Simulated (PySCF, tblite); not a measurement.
Isomers of C6H12ClNSi. All values are computed: GFN2-xTB (tblite) harmonic vibrations without scaling, gas phase. The method is semi-empirical: single wavenumbers can be off by several per cent or more. Modes of hydrogen on silicon can be 10 to 20 % off. One conformer each.

Electronic energies: PBE0/pcSseg-1 single points on the GFN2-xTB geometries (PySCF, gas phase).

```tsv
SMILES	electronic energy, lowest = 0 (kJ/mol)
CC[Si](C#N)(CC)CCl	93.8
C=C(Cl)[Si@@H]1C[C@@H]1N(C)C	355.0
C[C@]1(CN)C=C(Cl)C[SiH2]1	192.4
CC(C)C[Si@@H](Cl)CC#N	0.0
```

Q: How do GFN2-xTB zero-point energies change the relative energies?

A: 
| SMILES | ZPE (kJ/mol) | of it from modes above 1550 cm⁻¹ | electronic (kJ/mol) | with ZPE, lowest = 0 (kJ/mol) | lowest mode (cm⁻¹) | rings |
| --- | --- | --- | --- | --- | --- | --- |
| CC(C)C[Si@@H](Cl)CC#N | 437.4 | 225.3 | 0.0 | 0.0 | 29 | 0 |
| CC[Si](C#N)(CC)CCl | 439.0 | 230.1 | 93.8 | 95.4 | 24 | 0 |
| C[C@]1(CN)C=C(Cl)C[SiH2]1 | 433.9 | 230.0 | 192.4 | 188.9 | 50 | 1 |
| C=C(Cl)[Si@@H]1C[C@@H]1N(C)C | 431.5 | 220.6 | 355.0 | 349.1 | 34 | 1 |

The zero-point energies span 7.5 kJ/mol, from `C=C(Cl)[Si@@H]1C[C@@H]1N(C)C` to `CC[Si](C#N)(CC)CCl`. The order is unchanged.

Q: And how do the electronic energies of GFN2-xTB itself compare?

A: `CC(C)C[Si@@H](Cl)CC#N` 0.0; `CC[Si](C#N)(CC)CCl` 216.4; `C[C@]1(CN)C=C(Cl)C[SiH2]1` 104.8; `C=C(Cl)[Si@@H]1C[C@@H]1N(C)C` 278.7 kJ/mol, lowest = 0. Against the energies above, taken from the same isomer `CC(C)C[Si@@H](Cl)CC#N`, the largest difference is 122.6 kJ/mol.

Q: What do entropy and thermal enthalpy add at 298.15 K and 1 bar (rigid rotor, harmonic oscillator, one conformer each)?

A: 
```json
{"SMILES": "CC(C)C[Si@@H](Cl)CC#N", "point group": "C1", "symmetry number": "1", "S (J/(mol K))": "476.4", "H − H(0) (kJ/mol)": "35.28", "ZPE + H − H(0) − TS (kJ/mol)": "330.6"}
{"SMILES": "C[C@]1(CN)C=C(Cl)C[SiH2]1", "point group": "C1", "symmetry number": "1", "S (J/(mol K))": "430.5", "H − H(0) (kJ/mol)": "31.87", "ZPE + H − H(0) − TS (kJ/mol)": "337.4"}
{"SMILES": "C=C(Cl)[Si@@H]1C[C@@H]1N(C)C", "point group": "C1", "symmetry number": "1", "S (J/(mol K))": "454.2", "H − H(0) (kJ/mol)": "33.81", "ZPE + H − H(0) − TS (kJ/mol)": "329.9"}
```

Not tabulated: `CC[Si](C#N)(CC)CCl` (lowest mode only 24 cm⁻¹).
